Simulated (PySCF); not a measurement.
Species: C₃H₁₂OPSi (charge +1).
Geometry (PBE0-D3(BJ)/def2-SVP, Å), atoms numbered from 1 in this order:
```xyz
18
C3H12OPSi angstrom
C     -1.7074    0.7570    0.9587
C     -1.1401   -0.1752   -0.0901
C     -1.4676   -1.6294    0.1442
O      0.3089   -0.0582   -0.1292
Si     1.2624    1.2034    0.2506
P      3.2073    0.1891   -0.5265
H     -1.4311    1.8094    0.7632
H     -2.8064    0.7215    0.9541
H     -1.3678    0.4739    1.9676
H     -1.4928    0.1298   -1.0898
H     -2.5553   -1.7827    0.0966
H     -1.0000   -2.2621   -0.6227
H     -1.1150   -1.9541    1.1347
H      1.1572    2.4351   -0.5707
H      1.5601    1.4504    1.6818
H      3.4776   -1.0185    0.1530
H      4.4022    0.9366   -0.4315
H      3.1089   -0.1759   -1.8864
```

Computed, not measured: TDDFT CAM-B3LYP/def2-SVPD, vertical, gas phase, core orbitals frozen in the response (PySCF).

Transition dipole moments from the ground state, in atomic units and in the frame of the coordinates above (overall signs are arbitrary), for the states with f of 0.002 or more among the lowest 9:

| state | E (hartree) | μx | μy | μz |
| --- | --- | --- | --- | --- |
| S2 | 0.2612 | -0.263 | -0.003 | 0.058 |
| S3 | 0.2658 | 0.107 | 0.012 | -0.084 |
| S4 | 0.2711 | 0.044 | 0.166 | 0.099 |
| S6 | 0.2895 | 0.027 | -0.156 | 0.276 |
| S7 | 0.2926 | -0.608 | 0.155 | 0.171 |
| S9 | 0.3074 | 0.105 | -0.068 | -0.165 |

(1) Work out the oscillator strengths.

(2) Which bond between heavy atoms lies closest to the direction of the S7 transition dipole?

(3) What angle do the transition dipoles of S2 and S7 make?

(4) How is the summed strength of these states shared among x, y and z?

(5) What peak molar absorption coefficient would the strongest computed level give as a lone Gaussian band 0.3 eV wide at half height?

Answers

(1) f = (2/3) ΔE |μ|² with ΔE in hartree (27.2114 eV).

```tsv
state	|μ|² (au)	|μ| (D)	f
S2	0.073	0.69	0.013
S3	0.019	0.35	0.003
S4	0.039	0.50	0.007
S6	0.101	0.81	0.019
S7	0.423	1.65	0.083
S9	0.043	0.53	0.009
```

(2) Si5–P6, at 13° from it; next C2–O4 at 23°.

(3) |cos θ| = |μa·μb| / (|μa| |μb|) = 0.97, so θ ≈ 15° (taken between 0 and 90°, since the signs are arbitrary).

(4) (2/3) Σ ΔE μα² gives 0.089 for x, 0.015 for y and 0.030 for z, 0.134 in all.

(5) ε(max) = 2.175×10⁸ f / FWHM, with the width in cm⁻¹. S7: 2.175×10⁸ × 0.0825 / 2420 ≈ 7400 L mol⁻¹ cm⁻¹.

The vertical ionisation energy (ΔSCF) is 14.52 eV, 6.15 eV above S9.

One conformer stands for the species.
